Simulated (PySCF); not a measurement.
Parent: `[F:1][B:2]([F:3])[GeH3:4]`, BF2GeH3.

The calculation used PBE0-D3(BJ)/def2-SVP geometry optimisation, gas phase (PySCF). One conformer each, not checked by frequencies here.

```json
{"coordinate of the parent": "F1–B2", "value": "1.318 Å"}
{"coordinate of the parent": "B2–F3", "value": "1.318 Å"}
{"coordinate of the parent": "B2–Ge4", "value": "2.075 Å"}
{"coordinate of the parent": "F1–B2–F3", "value": "116.6°"}
{"coordinate of the parent": "F1–B2–Ge4", "value": "123.0°"}
{"coordinate of the parent": "F3–B2–Ge4", "value": "120.4°"}
```

Task: How does the shared frame change in `[CH3:1][C:2]([CH3:3])([CH3:4])[GeH2:5][B:6]([F:7])[F:8]` with C2–Ge5–B6–F7 69°, C4H11BF2Ge? Atoms pair as F1 = F8, B2 = B6, F3 = F7, Ge4 = Ge5 (parent first).

Result: 
```csv
parent,relative,value in the relative,change
F1–B2,F8–B6,1.319 Å,+0.001
B2–F3,B6–F7,1.321 Å,+0.003
B2–Ge4,B6–Ge5,2.072 Å,-0.003
F1–B2–F3,F8–B6–F7,116.0°,-0.6
F1–B2–Ge4,F8–B6–Ge5,123.0°,0.0
F3–B2–Ge4,F7–B6–Ge5,120.9°,+0.5
```

No shared bond changes by more than 0.004 Å. Bonds of the relative outside the shared frame: C1–C2 1.528, C2–C3 1.527, C2–C4 1.529, C2–Ge5 1.990 Å.

Task: How does the shared frame change in `[CH3:1][O:2][CH2:3][GeH2:4][B:5]([F:6])[F:7]` with C1–O2–C3–Ge4 179°, O2–C3–Ge4–B5 -40°, C3–Ge4–B5–F6 116°, C2H7BF2GeO? Atoms pair as F1 = F6, B2 = B5, F3 = F7, Ge4 = Ge4 (parent first).

Result: 
```
   parent   relative  value in the relative  change
    F1–B2      F6–B5                1.317 Å  -0.001
    B2–F3      B5–F7                1.320 Å  +0.002
   B2–Ge4     B5–Ge4                2.069 Å  -0.006
 F1–B2–F3   F6–B5–F7                 116.5°    -0.1
F1–B2–Ge4  F6–B5–Ge4                 124.1°    +1.1
F3–B2–Ge4  F7–B5–Ge4                 119.4°    -1.0
```

Of the parent's bonds, B2–Ge4 changes most (-0.006 Å). Bonds of the relative outside the shared frame: C1–O2 1.396, O2–C3 1.404, C3–Ge4 1.972 Å.

Task: How does the shared frame change in `[BH2:1][GeH2:2][B:3]([F:4])[F:5]` with H–B1–Ge2–B3 -85° and 91°, B1–Ge2–B3–F4 83°, B2F2GeH4? Atoms pair as F1 = F4, B2 = B3, F3 = F5, Ge4 = Ge2 (parent first).

Result: 
```
   parent   relative  value in the relative  change
    F1–B2      F4–B3                1.318 Å   0.000
    B2–F3      B3–F5                1.318 Å   0.000
   B2–Ge4     B3–Ge2                2.079 Å  +0.004
 F1–B2–F3   F4–B3–F5                 116.9°    +0.3
F1–B2–Ge4  F4–B3–Ge2                 121.6°    -1.4
F3–B2–Ge4  F5–B3–Ge2                 121.4°    +1.0
```

Of the parent's bonds, B2–Ge4 changes most (+0.004 Å). Bonds of the relative outside the shared frame: B1–Ge2 2.051 Å.

Task: How does the shared frame change in `[F:1][B:2]([F:3])[GeH2:4][CH:5]([F:6])[F:7]` with F1–B2–Ge4–C5 119°, B2–Ge4–C5–F6 -168°, CH3BF4Ge? Atoms pair as F1 = F1, B2 = B2, F3 = F3, Ge4 = Ge4 (parent first).

Result: 
```
   parent   relative  value in the relative  change
    F1–B2      F1–B2                1.315 Å  -0.003
    B2–F3      B2–F3                1.318 Å   0.000
   B2–Ge4     B2–Ge4                2.071 Å  -0.004
 F1–B2–F3   F1–B2–F3                 117.3°    +0.7
F1–B2–Ge4  F1–B2–Ge4                 122.9°    -0.1
F3–B2–Ge4  F3–B2–Ge4                 119.8°    -0.6
```

Of the parent's bonds, F1–B2 and B2–Ge4 change most and about equally (-0.004 to -0.003 Å). Bonds of the relative outside the shared frame: Ge4–C5 1.993, C5–F6 1.352, C5–F7 1.360 Å.
